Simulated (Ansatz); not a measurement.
Gas-phase electronic energies from Ansatz, PBE0-D4/def2-TZVP geometries. CCSD(T)/CBS adds triple-zeta CCSD(T) − MP2 to the extrapolated MP2 energy (def2 sets, frozen cores). This one scheme is used for every species. Functionals use def2-TZVPP. B3LYP here is the variant with VWN-RPA as its local correlation; programs differ in this. Each species was taken in one conformer, which may not be the lowest.

Reaction (hydrogenolysis of the Si–C bond): `C[SiH2]NCO` + H₂ → `OCN[SiH3]` + CH₄

Task: Is it downhill or uphill in electronic energy at CCSD(T)/CBS, and by how much? (Estimate.)

Result: Ansatz gave: Downhill: ΔE = -0.22 eV.

Task: What do these levels give: r2SCAN-D4, B3LYP-D4, PBE, r2SCAN, PBE0, MP2/CBS(def2)? (Best estimate.)

Result: Ansatz gave: r2SCAN-D4 -0.20, B3LYP-D4 -0.25, PBE -0.25, r2SCAN -0.22, PBE0 -0.27, MP2/CBS(def2) -0.17 eV.

Largest T1 diagnostic among the species: 0.011.

The D4 term adds +0.09 eV with B3LYP and +0.05 eV with PBE0; it sums over pairs of atoms, weighted by their polarisabilities, and B3LYP, whose exchange is more repulsive, gets the larger term. In def2-TZVPP, CCSD(T) changes the Hartree–Fock value by +0.22 eV (the triples alone add +0.04 eV) and MP2 by +0.27 eV.
